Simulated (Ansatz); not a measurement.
Consider the formal exchange of groups at a Ge–O bond: `[CH3][GeH]([OH])[F]` + SiH₄ → `[CH3][GeH]([F])[SiH3]` + H₂O.

Isolated molecules relaxed with PBE0-D4/def2-TZVP in Ansatz; ΔE leaves out vibrations. CBS: MP2 limit from def2 TZ/QZ plus the TZ coupled-cluster correction, frozen cores. This one scheme is used for every species. DFT in def2-TZVPP. For Ge outer-core shells are correlated without core-valence functions, which leaves a few kJ/mol of doubt a bond. Scalar relativity is left out up to krypton. One conformer a species, not always the lowest.

`[CH3][GeH]([OH])[F]`:

Z-matrix (Å, degrees):
```
C
Ge 1 1.923
H 1 1.090 2 108.9
H 1 1.091 2 110.1 3 -119.5
H 1 1.090 2 110.2 3 119.9
O 2 1.766 1 107.0 3 53.9
F 2 1.745 1 108.4 3 -60.9
H 2 1.538 1 118.4 3 -179.5
H 6 0.960 2 113.6 1 -179.3
```

SiH₄:

```xyz
5

Si    0.000    0.000    0.000
H     0.114    1.468    0.193
H    -1.120   -0.291   -0.930
H    -0.261   -0.653    1.308
H     1.267   -0.524   -0.570
```

`[CH3][GeH]([F])[SiH3]`:

Z-matrix (Å, degrees):
```
C
Ge 1 1.944
H 1 1.090 2 110.1
H 1 1.092 2 110.2 3 -120.2
H 1 1.091 2 109.6 3 120.0
F 2 1.757 1 105.5 3 -62.4
Si 2 2.388 1 115.0 3 53.7
H 2 1.543 1 111.4 3 -175.6
H 7 1.485 2 110.3 1 -174.7
H 7 1.486 2 109.6 1 -53.7
H 7 1.488 2 109.0 1 65.5
```

H₂O:

```xyz
3

O    -0.030   -0.001    0.388
H    -0.140   -0.745   -0.208
H     0.170    0.746   -0.180
```

CCSD(T)/CBS gives +36.3 kJ/mol.

**Question.** Another level gave +39.0 kJ/mol. Which?
A. B2PLYP/def2-TZVPP
B. SCS-MP2/def2-TZVPP
C. r2SCAN/def2-TZVPP
D. PBE0/def2-TZVPP

**Answer.** C. r2SCAN 39.0, B2PLYP 45.7, SCS-MP2/def2-TZVPP 51.5, PBE0 29.9 kJ/mol.

Largest T1 diagnostic among the species: 0.012.

In def2-TZVPP, CCSD(T) changes the Hartree–Fock value by −18.0 kJ/mol (the triples alone add −1.3 kJ/mol) and MP2 by −14.4 kJ/mol. At CCSD(T), def2-SVP lies +18.9 kJ/mol from the extrapolated value and def2-TZVPP +6.7 kJ/mol.
